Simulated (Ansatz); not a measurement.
Reaction (formal exchange of groups at the Si–C bond): `CSC([SiH3])S` + `[CH3][InH][CH3]` → `[CH3][InH][CH2][SiH3]` + `CSCS`

Program: Ansatz. Geometries: PBE0-D4/def2-TZVP. ΔE: electronic, gas phase. CCSD(T)/CBS adds triple-zeta CCSD(T) − MP2 to the extrapolated MP2 energy (def2 sets, frozen cores). Functionals use def2-TZVPP. B3LYP here is the variant with VWN-RPA as its local correlation; programs differ in this. Elements past krypton have def2 core potentials. For In outer-core shells are correlated without core-valence functions, which leaves a few kJ/mol of doubt a bond. Each species was taken in one conformer, which may not be the lowest.

| level | ΔE (kJ/mol) | difference from CCSD(T)/CBS |
| --- | --- | --- |
| PBE-D4 | -20.3 | 2.8 |
| r2SCAN-D4 | -24.0 | -0.9 |
| PBE0-D4 | -22.7 | 0.4 |
| B3LYP-D4 | -20.4 | 2.7 |
| ωB97X-V | -23.3 | -0.2 |
| ωB97M-V | -21.4 | 1.7 |
| B2PLYP | -23.8 | -0.7 |
| PBE | -23.4 | -0.3 |
| r2SCAN | -24.8 | -1.7 |
| PBE0 | -25.4 | -2.3 |
| B3LYP | -25.6 | -2.5 |
| HF/def2-TZVPP | -31.5 | -8.4 |
| MP2/def2-TZVPP | -21.4 | 1.7 |
| SCS-MP2/def2-TZVPP | -22.9 | 0.2 |
| CCSD/def2-TZVPP | -24.6 | -1.5 |
| CCSD(T)/def2-TZVPP | -22.8 | 0.3 |
| HF/def2-QZVPP | -31.4 | -8.3 |
| MP2/def2-QZVPP | -21.6 | 1.5 |
| SCS-MP2/def2-QZVPP | -23.1 | 0.0 |
| HF/CBS(def2) | -31.4 | -8.3 |
| MP2/CBS(def2) | -21.7 | 1.4 |
| CCSD/CBS(def2) | -24.9 | -1.8 |
| CCSD(T)/CBS | -23.1 | 0 |

Largest T1 diagnostic among the species: 0.012.

In def2-TZVPP, CCSD(T) changes the Hartree–Fock value by +8.6 kJ/mol (the triples alone add +1.8 kJ/mol) and MP2 by +10.1 kJ/mol. The D4 term adds +5.1 kJ/mol with B3LYP and +2.7 kJ/mol with PBE0; it sums over pairs of atoms, weighted by their polarisabilities, and B3LYP, whose exchange is more repulsive, gets the larger term.
